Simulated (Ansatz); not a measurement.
Zn₄Br₈⁻, 12 atoms. Hardware: 2 threads of AMD EPYC 7R13 on a shared host and a share (18 GiB) of an NVIDIA H100 80GB HBM3.

Correlated methods freeze 108 core orbitals; core or outer-core shells of Br are correlated, in sets that lack core-valence functions. Single mean-field runs in def2-TZVP are fitted with def2-universal-jkfit.

How many basis functions does each of these Ansatz runs have, and roughly what does it cost? PBE-D4/def2-TZVP, charge -1 doublet, energy and forces, from earlier orbitals; PBE-D4/def2-SVP, charge -1 doublet, energy, from earlier orbitals; PBE0-D4/def2-SVP, charge -1 doublet, energy with a search over starts; PBE0-D4/def2-TZVP, charge -1 doublet, energy, from earlier orbitals; MP2/def2-SVP, charge -1 doublet, energy, from earlier orbitals; r2SCAN-D4/def2-TZVP, charge -1 doublet, energy, from earlier orbitals; PBE0-D4/def2-SVP, charge -1 doublet, energy, from earlier orbitals; PBE-D4/def2-SVP, charge -1 doublet, relaxation, 5 steps; RPA@PBE/def2-SVP, charge -1 doublet, energy, from earlier orbitals; B3LYP-D4/def2-TZVP, charge -1 doublet, energy, from earlier orbitals.

Other jobs shared the machine, so times can vary by a factor of up to 3.

```
                                                                          run  functions  fitting or Cholesky vectors  wall time  peak host memory (GiB)
            PBE-D4/def2-SVP, charge -1 doublet, energy, from earlier orbitals        380                         4192       10 s                     1.1
               MP2/def2-SVP, charge -1 doublet, energy, from earlier orbitals        380                         3620       11 s                       1
           PBE0-D4/def2-SVP, charge -1 doublet, energy, from earlier orbitals        380                         3620       11 s                     1.1
           RPA@PBE/def2-SVP, charge -1 doublet, energy, from earlier orbitals        380                         3620       13 s                     1.8
        r2SCAN-D4/def2-TZVP, charge -1 doublet, energy, from earlier orbitals        576                         3184       14 s                     1.4
          PBE0-D4/def2-TZVP, charge -1 doublet, energy, from earlier orbitals        576                         3184       14 s                     1.2
        PBE0-D4/def2-SVP, charge -1 doublet, energy with a search over starts        380                         3620       15 s                     1.1
PBE-D4/def2-TZVP, charge -1 doublet, energy and forces, from earlier orbitals        576                         3184       16 s                     1.2
         B3LYP-D4/def2-TZVP, charge -1 doublet, energy, from earlier orbitals        576                         3184       18 s                     1.2
                      PBE-D4/def2-SVP, charge -1 doublet, relaxation, 5 steps        380                         4192       51 s                     1.1
```
